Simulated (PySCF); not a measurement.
Nb²⁵⁺: ionisation energy

Nb²⁵⁺ [Ne] 3s2 3p4 (3P) → Nb²⁶⁺ [Ne] 3s2 3p3 (4S), as a difference of total energies. All numbers are calculated (PySCF 2.14, scalar relativity by spin-free X2C-1e, in an even-tempered Gaussian basis (18 s from 2.7 bohr⁻², ratio 2.5; 12 p from 3.5 bohr⁻², ratio 2.5; 5 d from 18 bohr⁻², ratio 2.7; 4 f from 27 bohr⁻², ratio 2.7)). Correlated levels: outer shells: 1s2 frozen; virtual orbitals above 40 to 60 times the deepest correlated orbital energy dropped. The calculations carry no spin-orbit coupling.

| method | ionisation energy (eV) |
| --- | --- |
| UHF | 1293.4 |
| MP2 (outer shells) | 1294.4 |
| SCS-MP2 (outer shells) | 1294.4 |
| CCSD (outer shells) | 1294.4 |
| CCSD(T) (outer shells) | 1294.4 |

Spin-orbit coupling is strong in these open shells (close to jj coupling). The scalar numbers leave it out and a first-order estimate fails, so it can dominate the gap to the real levels.

Breit and QED terms and the two-electron picture change are absent.

For comparison: 1293.7 ± 1.8 eV (semi-empirical (NIST evaluation); NIST Atomic Spectra Database, ionization energies).
